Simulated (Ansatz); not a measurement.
A calculation with Ansatz (development build ahead of 0.2.0).

```yaml
crystal:
  periodic: [false, false, false]
  atoms:
    - { symbol: Al, position_ang: [-0.07304, -0.01065, -0.0133] }
    - { symbol: Cl, position_ang: [1.81552, 1.87887, 1.82481] }
    - { symbol: Cl, position_ang: [1.80272, -1.89948, -1.8721] }
    - { symbol: Cl, position_ang: [-1.8455, 1.90657, -1.81167] }
    - { symbol: Cl, position_ang: [-1.86566, -1.90252, 1.80433] }
basis:
  gaussian: { orbitals: "6-31G" }
total_charge: -1
hamiltonian:
  xc: hf
```

The input is written out in the form of the current development build from the run's settings.

Output:

```
Converged                       : yes
Total energy                    : -2079.81738 hartree
Spin squared of the determinant : 0.000
```

Caution: stretched shape with no unrestricted run beside it, a lower state can exist; no diffuse functions for an anion.
